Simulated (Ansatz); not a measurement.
FH₂ISn (`[F][SnH2][I]`), relaxed with RKS PBE0-D4/def2-TZVP in the Gaussian-basis code of Ansatz from a PBE-D4/def2-SVP geometry. The force threshold is 0.005 eV/Å; the program also tests the step.

The species carries charge 0 and has multiplicity 1. Sn, I takes the def2 core potential.

Start:

```xyz
5

F    -0.795   -1.648    0.591
Sn   -0.071   -0.014   -0.212
I     1.274    1.293    1.734
H     1.035   -0.545   -1.422
H    -1.442    0.914   -0.691
```

```json
{"step": "1", "energy (eV)": "-16682.9231", "largest force (eV/Å)": "0.820", "largest move (Å)": "0.000"}
{"step": "2", "energy (eV)": "-16682.9571", "largest force (eV/Å)": "0.248", "largest move (Å)": "0.065"}
{"step": "3", "energy (eV)": "-16682.9643", "largest force (eV/Å)": "0.068", "largest move (Å)": "0.016"}
{"step": "4", "energy (eV)": "-16682.9644", "largest force (eV/Å)": "0.005", "largest move (Å)": "0.003"}
```

End:

```xyz
5

F    -0.767   -1.599    0.590
Sn   -0.066   -0.006   -0.213
I     1.249    1.258    1.721
H     1.011   -0.544   -1.409
H    -1.426    0.891   -0.690
```

Run time 18 s (2 threads of a server CPU on a shared host); peak host memory 0.32 GiB.
